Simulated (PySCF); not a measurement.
Calculation: PBE-D3(BJ)/def2-TZVP // B3LYP-D3(BJ)/def2-TZVP run with PySCF. Isolated molecules, 0 K electronic values unless said otherwise. Excitations are Tamm–Dancoff values on a coarser integration grid. The basis has no diffuse functions, so Rydberg states are missing or too high.

Reference species (SMILES): `[Br][Al]([Br])[Br]` (neutral, multiplicity 1).

| Quantity | Value |
|---|---|
| S1 oscillator strength | 0.000 |
| S1–T1 gap (TDA) | 0.24 eV |

Changed species: `[SiH3][Al]([SiH3])[Br]` (2 of 3 Br replaced by SiH3; the reference has 0 of 3 Br replaced by SiH3).

Question: Predict the effect on the S1 oscillator strength and S1–T1 gap (TDA).

Answer: the S1 oscillator strength hardly moves; the S1–T1 gap (TDA) rises by 0.25 eV, to 0.49 eV.
